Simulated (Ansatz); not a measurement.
Complex: CH2O (SMILES C=O) (first 4 atoms) with H2Se (SMILES [SeH2]); geometry from B3LYP-D3(BJ)/def2-TZVP, rigid monomers moved along the line of their centres of mass till O2···Se5 is 2.92 Å.
(charge 0, multiplicity 1):
```xyz
7

C      0.3537     0.0670    -0.3292
O      1.0838    -0.6681     0.2779
H      0.2041    -0.0338    -1.4210
H     -0.2039     0.8785     0.1737
Se     0.8438     0.5965     2.8940
H      0.4035    -0.8031     2.8748
H      0.1974     0.8319     4.1959
```

Interaction energies are E(AB) − E(A) − E(B) at the monomers' geometry in the complex; basis-set methods are counterpoise corrected.

Correlated levels freeze the cores. Filled d and f shells under p-block atoms count as core. CBS: X⁻³ extrapolation of the correlation energy, Hartree–Fock from the larger set.

Run with Ansatz (an electronic-structure program). Values without a source in brackets are computed.

Estimate the interaction energy that PBE0/def2-TZVPPD returns for this input.

-23 meV

Estimate the interaction energy that MP2/CBS(aug-cc-pVDZ, aug-cc-pVTZ) + ΔCCSD(T)/aug-cc-pVDZ returns for this input.

-65 meV

What interaction energy does SCS-MP2/aug-cc-pVTZ give?

-27 meV
